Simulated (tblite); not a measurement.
Compound: C5H5F3N (doublet state).
SMILES with atom numbers: `[CH3:1][C@@H:2]([C:3]1=[N:4][CH:5]1)[C:6]([F:7])([F:8])[F:9]` (hydrogens: H10, H11, H12 on C1; H13 on C2; H14 on C5)

A start from a force field or distance geometry was refined with GFN2-xTB geometry optimisation, gas phase (tblite 0.8.0). Values at the start:

```
coordinate    start
     C1–C2  1.507 Å
    C1–H10  1.121 Å
     C2–C3  1.506 Å
     C2–C6  1.514 Å
    C2–H13  1.089 Å
     C3=N4  1.269 Å
     C3–C5  1.486 Å
     N4–C5  1.431 Å
    C5–H14  1.122 Å
     C6–F7  1.386 Å
  C1–C2–C3   106.1°
  C2–C3–N4   152.8°
  C2–C3–C5   145.2°
  C3–C2–C6   107.7°
  C3–N4–C5    66.5°
  C3–C5–N4    51.6°
  N4–C3–C5    62.0°
  F7–C6–F8   110.7°
```

Task: How do these coordinates change at the GFN2-xTB level?

Result: 
```tsv
coordinate	GFN2-xTB (Å or °)	change
C3–C5	1.313	-0.173
C3=N4	1.394	+0.125
C5–H14	1.056	-0.066
C6–F7	1.340	-0.046
C2–C3	1.465	-0.041
C1–H10	1.087	-0.034
C1–C2	1.534	+0.027
N4–C5	1.452	+0.021
C2–C6	1.527	+0.013
C2–H13	1.098	+0.009
C3–N4–C5	54.9	-11.6
C2–C3–N4	141.6	-11.2
C3–C5–N4	60.3	+8.7
C2–C3–C5	153.6	+8.4
C1–C2–C3	110.6	+4.5
F7–C6–F8	106.6	-4.1
N4–C3–C5	64.8	+2.8
C3–C2–C6	109.7	+2.0
```

The energy falls by 93.4 kJ/mol over 192 L-BFGS steps, the largest force on an atom goes from 2.73 to 0.010 eV/Å, and the atoms move by 0.840 Å rms after alignment. The bond that changes most is C3–C5 (ends: carbon bonded to 2 C and N; carbon bonded to C, N and H), which shortens by 0.173 Å. Bonds longer at the end by more than 0.005 Å: 5 of 14; shorter: 9. Among the dihedrals that turn most is C6–C2–C3–C5, from 179° to -1°. Rotational constants go from 2716, 1284, 1083 to 2737, 1295, 1070 MHz.

The run took 1.2 s of wall time on one thread, AMD EPYC 7B13 (x86_64), on a shared host.

Its GFN2-xTB frequencies are all real (lowest 44 cm⁻¹).

One conformer stands for the species.

All values are computed, not measured.
